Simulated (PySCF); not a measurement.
Mapped SMILES: `[CH:1]1=[N:2][C@H:3]2[SiH2:4][CH2:5][CH2:6][CH2:7][C:8]2=[CH:9]1`. Each H is labelled by its parent atom. Ha(Si4), Ha(C5), Ha(C6), Ha(C7) are cis to N2 on the ring; Hb(Si4), Hb(C5), Hb(C6), Hb(C7) are trans to N2 on the ring.

PySCF 2.14 calculation with GFN2-xTB geometry and shieldings: GIAO PBE0/pcSseg-1; a single conformation, non-relativistic Hamiltonian, isolated molecule.

Scale: 13C (186.93 ppm) vs TMS (reference shieldings calculated alike).

Q: Do the 13C shifts follow the atomic charges (in e)? Tabulate both.

A: 
| atoms | hybridisation | δ (ppm) | σ para (ppm) | Hirshfeld | IAO | Mulliken | ESP-fitted |
| --- | --- | --- | --- | --- | --- | --- | --- |
| C8 | sp2 | 176.9 | -252 | +0.01 | +0.00 | -0.29 | +0.06 |
| C1 | sp2 | 166.9 | -235 | +0.01 | -0.02 | +0.13 | +0.32 |
| C9 | sp2 | 127.5 | -193 | -0.08 | -0.23 | -0.11 | -0.47 |
| C3 | sp3 | 80.2 | -149 | -0.07 | -0.27 | -0.23 | +0.22 |
| C7 | sp3 | 34.0 | -93 | -0.07 | -0.27 | -0.05 | -0.23 |
| C6 | sp3 | 33.4 | -94 | -0.06 | -0.24 | -0.24 | +0.12 |
| C5 | sp3 | 11.7 | -77 | -0.16 | -0.55 | -0.53 | -0.36 |

Correlation coefficients of δ with charge over these carbons: Hirshfeld +0.81, IAO +0.86, Mulliken +0.48, ESP-fitted +0.36; with the paramagnetic shielding -1.00. Among the 4 sp3 carbons alone: Hirshfeld +0.59, IAO +0.61, Mulliken +0.45, ESP-fitted +0.82. With so few points, grouped by hybridisation, these coefficients are fragile. Charge is one influence among several: hybridisation and low-lying excitations act through the paramagnetic term.

Shifts are as computed. Against solution values, carbons near 30 ppm lie about +3 ppm off and those near 130 ppm about +5 ppm. Of 1211 compounds with measured shifts, 218 miss one by over three times the rms of a fit or turn the order of signals round; such compounds aren't used in these exercises.
